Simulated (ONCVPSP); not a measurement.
Potentials for F (Z = 9) compared

Generated with ld1.x 7.5 (TM, RRKJ, ultrasoft, PAW), atompaw 4.2 or ONCVPSP 4.0.1. The cutoff is in Ry: for ld1.x and atompaw files where the sum of valence levels is converged to 10 mRy in a Bessel basis, for ONCV files where the hardest occupied wave has 1 mHa per electron of residual kinetic energy. The error is the largest all-electron minus pseudo excitation energy over each file’s own four to seven test configurations (ionisations up to +4, promotions, holes and added fractions of an electron), all of which were solved. The labels leave out finer settings (local radius, basis sizes, second energies), which also bear on the numbers. Spin-polarised tests are not counted. The rows are a selection from randomly drawn settings: files with unsolved tests, undetermined cutoffs or missed reference levels are left out.

A true bound ghost makes a file unfit for plane-wave use even where its test errors are small: the radial tests pick states by their node count and pass the ghost by.

```tsv
potential	cutoff (Ry)	largest error (meV)	bound ghosts
ONCV, revPBE, scalar-relativistic, rc 0.65/1.85/1.60 (spd), local smoothed, core correction no, reference 2s2 2p5, qcut 9/7.7/6.5, projectors 1/2/2	213	+2966	none
ONCV, LDA (Perdew-Zunger), scalar-relativistic, rc 0.75/0.90/0.90 (spd), local smoothed, core correction yes, reference 2s1.75 2p5.25, qcut 10/8.6/12.7, projectors 2/2/2	429	+94	none
ONCV, PBE, non-relativistic, rc 0.60/1.15/1.20 (spd), local s, core correction yes, reference 2s2 2p4.5, qcut 9.2/14.2/7.3, projectors 0/2/1	179	+727	none
ONCV, PBE, fully relativistic, rc 0.65/0.90/0.85 (spd), local smoothed, core correction no, reference 2s2 2p5, qcut 7.9/8.6/11.1, projectors 1/1/2	352	+1110	none
ONCV, PBE, scalar-relativistic, rc 0.80/1.80 (sp), local smoothed, core correction yes, reference 2s1.5 2p5.5, qcut 10.2/8.5, projectors 2/3	89	+803	none
ONCV, PBE, scalar-relativistic, rc 0.55/1.75/1.80 (spd), local s, core correction yes, reference 2s2 2p5, qcut 10.6/9/6.1, projectors 0/1/1	411	+5143	none
ONCV, PBE, scalar-relativistic, rc 0.60/1.20 (sp), local smoothed, core correction yes, reference 2s2 2p4.5, qcut 10.9/12.2, projectors 3/2	110	+1018	s
```

Task: Fill in the row for F: ONCV, PBEsol, scalar-relativistic, rc 0.80/1.05/0.95 (spd), local smoothed, core correction yes, reference 2s2 2p4, qcut 6.8/13/9.9, projectors 2/2/3.

Result: cutoff 460 Ry, largest error +177 meV, bound ghosts: none.
